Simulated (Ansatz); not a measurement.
C2H9FSi3, SMILES F[Si@H]1C[SiH2]C[SiH2]1.

The structure is a stationary point at B3LYP-D3(BJ)/def2-SVP. The structure was generated by enumeration; whether it is a known compound was not checked. Other conformers were not sampled.

Two levels are set side by side: PBE/def2-SVPD (Ansatz, a first-principles code) and CAM-B3LYP/def2-SVPD (Ansatz). Energy differences of separate SCF runs at the same geometry; the states with an electron removed or added have multiplicity 2 and 2. Differences are taken from unrounded values.

```
quantity                            PBE
---------------------------------  ----
vertical ionisation energy (eV)    9.32
vertical singlet–triplet gap (eV)  4.79
```

Q: These are the PBE values. What does CAM-B3LYP give? (An estimate is asked for; the answer gives what the named calculation found.)

A: 
```csv
quantity,CAM-B3LYP,PBE minus CAM-B3LYP
vertical ionisation energy (eV),9.78,-0.46
vertical singlet–triplet gap (eV),5.36,-0.57
```
